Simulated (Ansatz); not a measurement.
```csv
atom,x (Å),y (Å),z (Å)
Nb,0.0000,0.0000,0.0000
H,0.0000,0.0000,5.3700
```

Basis set: pcseg-2 on H; def2-TZVPP on Nb (spherical functions, with the set's core potentials past Kr). Some runs use density fitting. Charge 0, multiplicity 5.

Computed with Ansatz (development build ahead of 0.2.0); each method stands on the lowest determinant of its kind that the runs found.

(1) Give the atomization energy at this shape (free ground-state atoms in the same class of orbitals less the molecule, no zero-point energy) of quintet NbH in separate pieces by PBE (unrestricted), PBE0 (unrestricted).

Results:

(1)

```csv
method,atomization energy
PBE (unrestricted),0.00 eV
PBE0 (unrestricted),0.00 eV
```

Caution: charge can spread falsely over distant fragments; other spin multiplicities were not run; the shape is not the minimum; the unrestricted determinant is a mixture of spin states.
